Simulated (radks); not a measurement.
Question: Valence configurations of the krypton ion Kr3+ (all share [Ar]). Calculated with a radial shooting solver on a logarithmic mesh with Libxc functionals: scalar-relativistic Kohn-Sham, LDA (Slater exchange, Perdew-Wang correlation), spin-polarised, spherical densities, finite nucleus; open shells are filled with parallel spins first; Fermi nuclear charge, rms radius 4.1884 fm. Order these by energy: 3d10 4p5; 3d8 4s2 4p5; 3d9 4s2 4p4; 3d10 4s2 4p3; 3d10 4s1.5 4p3.5; 3d9.5 4s2 4p3.5; 3d10 4s1 4p4; 3d8 4s1.5 4p5.5; 3d9 4s0.5 4p5.5; 3d9 4p6.

Answer: From the lowest, in eV above it: 3d10 4s2 4p3 0.000; 3d10 4s1.5 4p3.5 7.887; 3d10 4s1 4p4 15.782; 3d10 4p5 33.823; 3d9.5 4s2 4p3.5 41.204; 3d9 4s2 4p4 84.998; 3d9 4s0.5 4p5.5 110.72; 3d9 4p6 119.46; 3d8 4s2 4p5 180.64; 3d8 4s1.5 4p5.5 189.24. NIST lists [Ar] 3d10 4s2 4p3 as the ground configuration; this level of theory agrees among the configurations tried. The energies are those of spherical high-spin densities, not of single terms.
